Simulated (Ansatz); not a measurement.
```xyz
10

O     0.649   -0.757   -1.484
Ga    0.572    0.052    0.124
O     0.374   -0.991    1.575
O     1.317    1.671    0.315
S    -1.952    0.674   -0.081
H     0.779   -1.704   -1.409
H     0.771   -0.609    2.361
H     1.751    1.971   -0.487
H    -1.974    0.215   -1.345
H    -2.287   -0.523    0.430
```

Total charge 0; spin multiplicity 1.

**Question.** List the r2SCAN/def2-TZVPP orbital energies in eV (the Gaussian-basis code of Ansatz). (Best estimate.)

**Answer.** Ansatz gave: Occupied: -10121.64, -2410.67, -1243.72, -1100.17, -1100.05, -1100.05, -515.00, -515.00, -514.96, -215.11, -159.18, -159.10, -158.97, -147.57, -100.50, -100.26, -100.25, -25.31, -25.09, -25.07, -20.67, -20.02, -20.02, -19.93, -19.80, -19.80, -12.56, -12.55, -11.45, -11.40, -10.53, -8.88, -8.62, -7.76, -7.72, -6.98, -6.96, -6.90. Lowest empty: -1.06, -0.55, -0.13, 1.26, 1.54, 1.59, 3.00, 3.47.
